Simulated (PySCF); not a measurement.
Cl₃HSZr, SMILES [SH][Zr]([Cl])([Cl])[Cl], multiplicity 1.

Geometry: B3LYP-D3(BJ)/def2-SVP. The multiplicity is an assumed one; no other spin state was optimised. The structure was generated by enumeration; whether it is a known compound was not checked. The def2 effective core potentials stand for the cores of Zr; spin–orbit coupling is left out. One conformer was computed; it need not be the lowest.

The numbers are results of PBE/def2-TZVP (PySCF), not measurements.

Symmetry labels are those of the subgroup Cs that the program uses (full group Cs).

Computed valence orbital energies around the gap with their symmetry:
```json
[
 {"orbital": "HOMO−7", "symmetry": "A'", "energy (eV)": "-9.00"},
 {"orbital": "HOMO−6", "symmetry": "A\"", "energy (eV)": "-9.00"},
 {"orbital": "HOMO−5", "symmetry": "A'", "energy (eV)": "-8.80"},
 {"orbital": "HOMO−4", "symmetry": "A\"", "energy (eV)": "-8.51"},
 {"orbital": "HOMO−3", "symmetry": "A'", "energy (eV)": "-8.48"},
 {"orbital": "HOMO−2", "symmetry": "A\"", "energy (eV)": "-8.22"},
 {"orbital": "HOMO−1", "symmetry": "A'", "energy (eV)": "-8.03"},
 {"orbital": "HOMO", "symmetry": "A\"", "energy (eV)": "-7.09"},
 {"orbital": "LUMO", "symmetry": "A'", "energy (eV)": "-3.65"},
 {"orbital": "LUMO+1", "symmetry": "A\"", "energy (eV)": "-3.32"},
 {"orbital": "LUMO+2", "symmetry": "A'", "energy (eV)": "-2.68"},
 {"orbital": "LUMO+3", "symmetry": "A'", "energy (eV)": "-2.51"}
]
```
